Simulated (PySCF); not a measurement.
## Spinor energies of F³⁺ (fluorine, charge +3)

Start: [He] 2s2 2p2; 2p3/2 filled at m_j = +1/2, +3/2. Calculated with PySCF 2.14 in x2c-TZVPall-2c with one added diffuse shell each of s, p, d type (6s4p3d1f, 40 functions): generalised Hartree-Fock with the X2C-1e Hamiltonian and a Gaussian nucleus; one run each with spin-orbit coupling (SO) switched off, then screened by Boettger's factors. This is a chosen level, not necessarily the ground level.

| spinor shell | electrons | ε, spin-free (eV) | ε, screened SO (eV) | weight of nominal j (screened SO) | rms radius, screened SO (bohr) |
| --- | --- | --- | --- | --- | --- |
| 1s1/2 | 2 | -796.42 | -796.43 | 1.000 | 0.203 |
| 2s1/2 | 2 | -102.23 | -102.23 | 1.000 | 0.958 |
| 2p3/2 | 2 | -88.016 | -88.002 | 0.827 | 0.908 |

| quantity | spin-free | screened SO |
| --- | --- | --- |
| E (hartree) | -95.40625 | -95.40514 |
| M_J | 2 | 2 |
| ⟨J²⟩ | 6.003 | 6.003 |
| ⟨L²⟩ | 2.001 | 2.002 |
| ⟨S²⟩ | 2.002 | 2.002 |

Each row is a mean over spinors that exchange with the open shell spreads, by up to 12.071 eV (2s1/2).

Rows whose weight is well below 1 are mixtures of j = l ± 1/2: exchange outweighs spin-orbit coupling there, and the label is only the starting occupation.

Without spin-orbit coupling the j labels of p, d and f shells carry no meaning; the spin-free column gives the mean over the occupied spinors of each nl shell.
